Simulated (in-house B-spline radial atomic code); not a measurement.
Binding energies in Mn V (Mn4+)

NIST's tabulated ground configuration is [Ar] 3d3; each binding energy is the energy of the ion with one electron taken from that subshell, relaxed, less that of the parent. Method: Dirac-Hartree-Fock, average of configuration, Fermi nucleus of rms radius 3.7057 fm. Calculated with an all-electron radial atomic-structure program (B-spline basis). Energies include first-order Breit, QED and recoil terms.

```json
{"subshell": "1s", "X-ray name": "K", "binding energy (eV)": "6616", "-ε (eV)": "6662.0", "relaxation (eV)": "35.9"}
{"subshell": "2s", "X-ray name": "L1", "binding energy (eV)": "851.7", "-ε (eV)": "865.7", "relaxation (eV)": "13.2"}
{"subshell": "2p1/2", "X-ray name": "L2", "binding energy (eV)": "730.7", "-ε (eV)": "746.2", "relaxation (eV)": "14.8"}
{"subshell": "2p3/2", "X-ray name": "L3", "binding energy (eV)": "720.5", "-ε (eV)": "735.6", "relaxation (eV)": "14.6"}
{"subshell": "3s", "X-ray name": "M1", "binding energy (eV)": "161", "-ε (eV)": "163.3", "relaxation (eV)": "2.3"}
{"subshell": "3p1/2", "X-ray name": "M2", "binding energy (eV)": "123.2", "-ε (eV)": "125.4", "relaxation (eV)": "2.2"}
{"subshell": "3p3/2", "X-ray name": "M3", "binding energy (eV)": "121.8", "-ε (eV)": "124.0", "relaxation (eV)": "2.1"}
{"subshell": "3d", "X-ray name": "M4,5", "binding energy (eV)": "69.93", "-ε (eV)": "71.66", "relaxation (eV)": "1.74"}
```

Relaxation = -ε minus the binding energy without Breit, QED and recoil terms.

Emission lines follow as differences of binding energies, with λ = 12398.42 eV·Å / E:

```json
{"line": "K-L3", "holes": "1s → 2p3/2", "energy (eV)": "5895.5", "wavelength (Å)": "2.103"}
{"line": "K-L2", "holes": "1s → 2p1/2", "energy (eV)": "5885.3", "wavelength (Å)": "2.1067"}
{"line": "K-M3", "holes": "1s → 3p3/2", "energy (eV)": "6494.2", "wavelength (Å)": "1.9092"}
{"line": "L1-M3", "holes": "2s → 3p3/2", "energy (eV)": "729.9", "wavelength (Å)": "16.986"}
{"line": "L3-M1", "holes": "2p3/2 → 3s", "energy (eV)": "559.5", "wavelength (Å)": "22.16"}
```

Question: What screening constant σ does Moseley's law, E = (3/4)·13.6057 eV·(Z - σ)², need for K-L3?

Answer: σ = 0.96.

Question: What does it cost to remove both a 2s and a 3p3/2 electron?

Answer: 1002.2 eV, which is 28.65 eV more than the two single binding energies together.

Question: What does it cost to remove both a 2p3/2 and a 2p1/2 electron?

Answer: 1520.3 eV, which is 69.11 eV more than the two single binding energies together.

Question: What does it cost to remove both a 3p3/2 and a 3p1/2 electron?

Answer: 268.26 eV, which is 23.27 eV more than the two single binding energies together.
